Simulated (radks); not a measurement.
The numbers below are computed, except where a source is named.
Er2+, 66 electrons, occupied as [Xe] 4f12.

Code: a radial shooting solver on a logarithmic mesh with Libxc functionals. Model: scalar-relativistic Kohn-Sham, PBE, spin-polarised, spherical densities, finite nucleus; open shells are filled with parallel spins first (spin-orbit coupling, left out, can overturn this in heavy ions); Fermi nuclear charge, rms radius 5.2516 fm.

Energy parts (eV):
| part | energy |
|---|---|
| total | -356044.35 |
| kinetic | 385934.00 |
| electron-nucleus | -872807.74 |
| Hartree | 138376.39 |
| exchange-correlation | -7547.00 |

Orbitals (lengths in bohr, moments of r in powers of bohr; r(max) is where P^2 peaks):
orbital  occ.  eigenvalue (eV)      <r>   r(max)
1s up       1        -57376.39  0.02037  0.01286
1s down     1        -57376.39  0.02037  0.01286
2s up       1        -9651.260  0.08647  0.07324
2s down     1        -9651.240  0.08647  0.07324
2p up       3        -8538.874  0.07672  0.05956
2p down     3        -8538.859  0.07672  0.05956
3s up       1        -2173.847   0.2254   0.2072
3s down     1        -2173.000   0.2253   0.2072
3p up       3        -1835.351   0.2245   0.2039
3p down     3        -1834.506   0.2245   0.2038
3d up       5        -1411.310   0.2038   0.1664
3d down     5        -1410.666   0.2037   0.1664
4s up       1        -440.9671   0.5082   0.4739
4s down     1        -439.1779   0.5082   0.4739
4p up       3        -329.6321   0.5391   0.4954
4p down     3        -327.8700   0.5392   0.4954
4d up       5        -180.4300   0.5838   0.5118
4d down     5        -178.6966   0.5841   0.5118
5s up       1         -66.7080    1.250    1.112
5s down     1         -65.8610    1.255    1.115
5p up       3         -41.0602    1.481    1.274
5p down     3         -40.4585    1.491    1.280
4f up       7         -18.1432   0.8127   0.5092
4f down     5         -16.6322   0.8298   0.5101

The highest occupied level is 4f down at -16.632 eV. The density falls to 0.001 e/bohr^3 at r = 3.35 bohr. The spin density at the nucleus is 0.583 e/bohr^3 (1s 0.004, 2s -0.425, 3s -6.372, 4s 1.575, 5s 5.801). Spin moment in Bohr magnetons: 2. Summed over all electrons, <r^2> = 37.17 bohr^2, which gives a Langevin (diamagnetic) susceptibility term of -29.4 x 10^-6 cm^3/mol. The electron density at the nucleus is 9.197e+05 e/bohr^3 (large components only). For comparison, the ionisation energy in NIST's Atomic Spectra Database is 22.70 eV (semi-empirical). In exact Kohn-Sham theory the highest level is minus the ionisation energy, but local and semilocal functionals leave it too shallow, through self-interaction and a potential that decays too fast; potentials with the right tail come closer.
